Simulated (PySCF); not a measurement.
C3H7NOSi, SMILES C[C@H]1OC=N[SiH2]1.

The structure is a stationary point at B3LYP-D3(BJ)/def2-SVP. The structure was generated by enumeration; whether it is a known compound was not checked. One conformer was computed; it need not be the lowest.

Level of theory: TDDFT-B3LYP/def2-SVPD (PySCF 2.14.0).

Vertical excitations. Isolated molecule, no solvent.

```tsv
state	energy (eV)	λ (nm)	f	main pairs
S1	5.54	224	0.003	HOMO→LUMO 93 %
S2	6.50	191	0.017	HOMO→LUMO+1 81 %, HOMO−1→LUMO 15 %
S3	6.51	190	0.045	HOMO−1→LUMO 58 %, HOMO−1→LUMO+1 20 %, HOMO→LUMO+1 13 %
S4	6.68	186	0.027	HOMO−1→LUMO+1 69 %, HOMO−1→LUMO 13 %
S5	6.83	181	0.022	HOMO→LUMO+2 87 %
S6	6.96	178	0.004	HOMO−2→LUMO 94 %
S7	7.02	177	0.009	HOMO−1→LUMO+2 83 %
S8	7.57	164	0.010	HOMO−2→LUMO+1 48 %, HOMO→LUMO+3 44 %
S9	7.70	161	0.053	HOMO→LUMO+3 43 %, HOMO−2→LUMO+1 38 %
S10	7.75	160	0.010	HOMO→LUMO+4 43 %, HOMO−1→LUMO+3 39 %
T1	4.92	252	0	HOMO−1→LUMO 81 %
T2	5.06	245	0	HOMO→LUMO 83 %
T3	6.20	200	0	HOMO→LUMO+1 89 %
T4	6.44	193	0	HOMO−1→LUMO+1 89 %
```
Triplets are in the Tamm–Dancoff approximation, which puts them higher than full response would, so one can lie above its singlet here.
